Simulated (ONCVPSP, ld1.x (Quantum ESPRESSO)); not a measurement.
**Pseudopotentials across the periodic table**

Generated with ld1.x 7.5 (TM, RRKJ, ultrasoft, PAW), atompaw 4.2 or ONCVPSP 4.0.1. The cutoff is in Ry: for ld1.x and atompaw files where the sum of valence levels is converged to 10 mRy in a Bessel basis, for ONCV files where the hardest occupied wave has 1 mHa per electron of residual kinetic energy. The error is the largest all-electron minus pseudo excitation energy over each file’s own four to seven test configurations (ionisations up to +4, promotions, holes and added fractions of an electron), all of which were solved. The labels leave out finer settings (local radius, basis sizes, second energies), which also bear on the numbers. Spin-polarised tests are not counted. The rows are a selection from randomly drawn settings: files with unsolved tests, undetermined cutoffs or missed reference levels are left out.

A true bound ghost makes a file unfit for plane-wave use even where its test errors are small: the radial tests pick states by their node count and pass the ghost by.

| element | potential | cutoff (Ry) | largest error (meV) | bound ghosts |
| --- | --- | --- | --- | --- |
| Mo | ONCV, PBEsol, non-relativistic, rc 2.35/3.10/2.35 (spd), local smoothed, core correction yes, reference 4d5 5p1, qcut 3.1/2.3/6.1, projectors 2/1/2 | 27 | -54 | none |
| Sn | ONCV, PBE, scalar-relativistic, rc 1.55/1.30/1.30 (spd), local d, core correction yes, reference 4s2 4p6 4d10 5s2 5p2, qcut 7.2/12.6/11.9, projectors 3/2/0 | 97 | -66 | none |
| Ir | ONCV, LDA (Perdew-Wang 92), non-relativistic, rc 1.80/1.25/1.55 (spd), local smoothed, core correction no, reference 5s2 5p6 5d7 6s2, qcut 6.7/6/7, projectors 2/1/2 | 183 | -2.0 | none |

Question: Fill in the row for Se: TM, PBE, scalar-relativistic, rc 1.45/1.30/1.50 (spd), local smoothed, core correction no, reference 4s2 4p4.

Answer: cutoff 60 Ry, largest error +70 meV, bound ghosts: s.

Question: Fill in the row for Sm: TM, BP86, scalar-relativistic, rc 2.70/3.30/3.05 (spd), local s, core correction yes, reference 5d1 6s1 6p0.

Answer: cutoff 12 Ry, largest error -73 meV, bound ghosts: none.

Question: Fill in the row for Bi: TM, PBEsol, scalar-relativistic, rc 1.45/2.50 (sp), local p, core correction no, reference 6s1.5 6p3.5.

Answer: cutoff 40 Ry, largest error -19 meV, bound ghosts: none.
